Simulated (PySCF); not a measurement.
## Atomic charges by several schemes

Species: C₆H₁₃NO₂Si.
Structure used (GFN2-xTB), in Å, numbered top down from 1:
```
atom  x, y, z in Å
C1    -3.871    0.663    0.082
C2    -2.548    0.217    0.605
C3    -1.502   -0.106   -0.143
Si4    0.170   -0.628    0.516
N5     0.593   -2.087   -0.286
C6     1.927   -2.644   -0.322
O7     1.406    0.355   -0.042
C8     1.452    1.658    0.172
C9     2.656    2.298   -0.471
O10    0.621    2.251    0.807
H11   -4.109    1.653    0.469
H12   -4.656   -0.017    0.415
H13   -3.873    0.699   -1.005
H14   -2.475    0.167    1.684
H15   -1.611   -0.037   -1.221
H16    0.258   -0.596    1.979
H17   -0.111   -2.808   -0.298
H18    2.044   -3.267   -1.211
H19    2.638   -1.824   -0.372
H20    2.153   -3.250    0.561
H21    3.552    1.749   -0.195
H22    2.737    3.336   -0.162
H23    2.544    2.245   -1.552
```

Density: PBE0/pcSseg-1 (PySCF); schemes: Mulliken, IAO, Hirshfeld and ESP-fitted. Isolated species at its GFN2-xTB geometry (one conformer only).

Question: Tabulate the Mulliken, IAO, Hirshfeld and ESP-fitted charges.

Answer: In e; atoms taken as equivalent share a row and are averaged (×n: the atom named and its like, n in all):

```json
{"atom": "C1", "environment": "allylic carbon", "Mulliken": "-0.213", "IAO": "-0.427", "Hirshfeld": "-0.113", "ESP-fitted": "-0.427"}
{"atom": "C2", "environment": "alkene CH carbon", "Mulliken": "-0.216", "IAO": "-0.081", "Hirshfeld": "-0.016", "ESP-fitted": "+0.278"}
{"atom": "C3", "environment": "alkene CH carbon", "Mulliken": "-0.426", "IAO": "-0.476", "Hirshfeld": "-0.161", "ESP-fitted": "-0.659"}
{"atom": "Si4", "environment": "oxygen-bound silicon", "Mulliken": "+1.068", "IAO": "+1.211", "Hirshfeld": "+0.428", "ESP-fitted": "+0.662"}
{"atom": "N5", "environment": "silicon-bound nitrogen", "Mulliken": "-0.682", "IAO": "-0.682", "Hirshfeld": "-0.249", "ESP-fitted": "-0.683"}
{"atom": "C6", "environment": "N-methyl carbon", "Mulliken": "-0.095", "IAO": "-0.298", "Hirshfeld": "-0.071", "ESP-fitted": "-0.017"}
{"atom": "O7", "environment": "oxygen singly bound to a carbonyl carbon", "Mulliken": "-0.588", "IAO": "-0.590", "Hirshfeld": "-0.182", "ESP-fitted": "-0.379"}
{"atom": "C8", "environment": "carbonyl carbon", "Mulliken": "+0.393", "IAO": "+0.539", "Hirshfeld": "+0.220", "ESP-fitted": "+0.854"}
{"atom": "C9", "environment": "methyl carbon next to a carbonyl", "Mulliken": "-0.236", "IAO": "-0.475", "Hirshfeld": "-0.124", "ESP-fitted": "-0.665"}
{"atom": "O10", "environment": "carbonyl oxygen", "Mulliken": "-0.407", "IAO": "-0.462", "Hirshfeld": "-0.265", "ESP-fitted": "-0.570"}
{"atom": "H11/H12/H13", "environment": "methyl hydrogen", "Mulliken": "+0.124", "IAO": "+0.152", "Hirshfeld": "+0.049", "ESP-fitted": "+0.124"}
{"atom": "H14", "environment": "vinylic hydrogen", "Mulliken": "+0.104", "IAO": "+0.140", "Hirshfeld": "+0.046", "ESP-fitted": "+0.049"}
{"atom": "H15", "environment": "vinylic hydrogen", "Mulliken": "+0.117", "IAO": "+0.147", "Hirshfeld": "+0.040", "ESP-fitted": "+0.238"}
{"atom": "H16", "environment": "Si–H hydrogen", "Mulliken": "-0.128", "IAO": "-0.175", "Hirshfeld": "-0.089", "ESP-fitted": "-0.110"}
{"atom": "H17", "environment": "N–H hydrogen", "Mulliken": "+0.192", "IAO": "+0.257", "Hirshfeld": "+0.112", "ESP-fitted": "+0.348"}
{"atom": "H18/H19/H20", "environment": "methyl hydrogen", "Mulliken": "+0.110", "IAO": "+0.137", "Hirshfeld": "+0.038", "ESP-fitted": "+0.057"}
{"atom": "H21/H22/H23", "environment": "methyl hydrogen", "Mulliken": "+0.138", "IAO": "+0.168", "Hirshfeld": "+0.055", "ESP-fitted": "+0.179"}
```

Mean size of the charges over all atoms: IAO 0.319 e, ESP-fitted 0.305 e, Mulliken 0.260 e, Hirshfeld 0.110 e. Each set sums to the total charge, 0, to within 0.001 e. The Hirshfeld scheme weights the molecular density at each point by an atom's share of the summed free-atom densities.

Some averages cover members that differ in this geometry: H18/H19/H20, IAO +0.120 to +0.151 e.

Lowest charge. The schemes don't all agree: Mulliken N5 (-0.682); IAO N5 (-0.682); Hirshfeld O10 (-0.265); ESP-fitted N5 (-0.683).

Highest charge. The schemes don't all agree: Mulliken Si4 (+1.068); IAO Si4 (+1.211); Hirshfeld Si4 (+0.428); ESP-fitted C8 (+0.854).

Question: How many electrons does the Hirshfeld scheme count on C1?

Answer: Z − q = 6 − (-0.113) = 6.113.

Question: How closely do the schemes follow one another over all atoms?

Answer: Correlation coefficient and root-mean-square difference: IAO with Hirshfeld 0.98, 0.266 e; Mulliken with IAO 0.98, 0.099 e; Mulliken with Hirshfeld 0.97, 0.210 e; Hirshfeld with ESP-fitted 0.90, 0.269 e; IAO with ESP-fitted 0.89, 0.185 e; Mulliken with ESP-fitted 0.84, 0.213 e.

These values come from a run that also computed NMR shieldings. Hardware: one thread of an Arm Neoverse V2, no GPU, shared host with 96 logical CPUs at a one-minute load of 61. Cost: 57 s of wall time (grids of density and orbitals included), 1.1 GiB resident at most.
